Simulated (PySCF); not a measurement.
# Iron: a sound run and one with changed settings

Sound run: Fe [Ar] 3d6 4s2, Fe⁺ [Ar] 3d6 4s1. Computed with PySCF 2.14 in 6-31G*, with no relativity, point nucleus. In the sound run the correlated levels freeze [Ar]. The sound run starts from symmetry-adapted Hartree-Fock orbitals and uses a fine grid where one is needed.

Changed run: scalar relativity by spin-free X2C-1e. This setting is unsound on purpose.

| species | method | sound run (hartree) | changed run (hartree) | converged |
| --- | --- | --- | --- | --- |
| Fe | UHF | -1262.26650 | -1269.62418 | yes |
| Fe | M06-L | -1263.41850 | -1270.77658 | yes |
| Fe | r2SCAN | -1263.44041 | -1270.79772 | yes |
| Fe | MP2 | -1262.36877 | -1269.72678 | yes |
| Fe⁺ | UHF | -1262.03630 | -1269.39158 | yes |
| Fe⁺ | M06-L | -1263.13703 | -1270.49235 | yes |
| Fe⁺ | r2SCAN | -1263.17517 | -1270.52979 | yes |
| Fe⁺ | MP2 | -1262.11347 | -1269.46890 | yes |

Ionisation energy of Fe:

```
 method  sound run (eV)  changed run (eV)
    UHF           6.264             6.329
  M06-L           7.659             7.734
 r2SCAN           7.218             7.291
    MP2           6.947             7.017
SCS-MP2           7.063             7.134
```

Most of the change in total energy is the relativistic energy itself. On top of that the contraction fixes the core shape for the Hamiltonian it was made with, so the changed run is not a good calculation with the other Hamiltonian either.

For comparison, NIST gives 7.902 eV between the lowest levels.
